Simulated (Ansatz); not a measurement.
Cost and result for the atomization energy of `Cl[SiH2][S][GeH2][Cl]` (9 atoms, 8 bonds).

Cartesian coordinates in Å:
```
Cl -1.576 1.711 0.893
Si -1.628 -0.244 0.268
S -0.325 -0.588 -1.374
Ge 1.588 0.156 -0.538
Cl 1.989 -0.802 1.347
H -2.983 -0.548 -0.239
H -1.273 -1.078 1.434
H 1.533 1.660 -0.263
H 2.676 -0.268 -1.528
```

Charge 0, multiplicity 1. Correlated methods include outer-core shells of Ge, which these sets cover unevenly. Scalar relativity is left out up to krypton. Geometry: relaxed with PBE0-D4/def2-TZVP. It is one conformer, not always the lowest. Program: Ansatz. All runs use 2 threads of an AMD EPYC 7R13 on a shared host and a share of an NVIDIA H100 80 GB. Times are those of one run each, without the atoms' runs, and a repeat can differ threefold. Electronic energies, without spin–orbit coupling; frozen cores. CCSD(T)/CBS adds CCSD(T) − MP2 in def2-TZVPP to the MP2 limit, and its time is that of the two runs behind it. T1 = 0.010. With those shells the extrapolation isn't a true limit. B3LYP takes the VWN-RPA correlation (the form of Gaussian; ORCA's B3LYP/G).

CCSD(T)/CBS is a level of theory with its own doubt, some kJ/mol a heavy atom from the limit and from the frozen cores, so smaller differences don't rank the functionals.

| level | functions | atomization (kcal/mol) | difference from CCSD(T)/CBS | per bond |
| --- | --- | --- | --- | --- |
| B3LYP-D4/def2-TZVPP (with forces) | 272 | 620.8 | -11.5 | -1.4 |
| CCSD(T)/def2-TZVPP | 272 | 613.1 | -19.2 | -2.4 |
| ωB97M-V/def2-TZVPP (with forces) | 272 | 631.4 | -0.9 | -0.1 |
| PBE0-D4/def2-TZVPP | 272 | 626.2 | -6.1 | -0.8 |
| ωB97X-V/def2-TZVPP | 272 | 637.0 | 4.7 | 0.6 |
| CCSD(T)/CBS(def2) | – | 632.3 | 0.0 | 0.0 |
| B2PLYP/def2-TZVPP | 272 | 614.2 | -18.1 | -2.3 |
| PBE-D4/def2-TZVPP (with forces) | 272 | 629.9 | -2.4 | -0.3 |
| r2SCAN-D4/def2-TZVPP (with forces) | 272 | 634.2 | 1.9 | 0.2 |
| MP2/def2-QZVPP | 489 | 633.8 | 1.5 | 0.2 |

Q: Order the runs by time, with rough figures. (An estimate is asked.)

A: Ansatz gave: B2PLYP/def2-TZVPP 13 s; PBE-D4/def2-TZVPP (with forces) 14 s; ωB97X-V/def2-TZVPP 14 s; r2SCAN-D4/def2-TZVPP (with forces) 14 s; PBE0-D4/def2-TZVPP 15 s; MP2/def2-QZVPP 15 s; B3LYP-D4/def2-TZVPP (with forces) 15 s; CCSD(T)/def2-TZVPP 17 s; ωB97M-V/def2-TZVPP (with forces) 18 s; CCSD(T)/CBS(def2) 32 s.

In def2-TZVPP, CCSD(T) changes the Hartree–Fock value by +151.6 kcal/mol (the triples alone add +11.1 kcal/mol) and MP2 by +161.1 kcal/mol; breaking electron pairs costs correlation energy, which Hartree–Fock lacks. From PBE to PBE0 (25 % exact exchange), in def2-TZVPP and without D4, the atomization energy moves by −2.5 kcal/mol: exact exchange takes away binding that semilocal exchange gives to molecules. The D4 term adds +13.3 kcal/mol with B3LYP and +7.0 kcal/mol with PBE0; it sums over pairs of atoms, weighted by their polarisabilities, and B3LYP, whose exchange is more repulsive, gets the larger term.
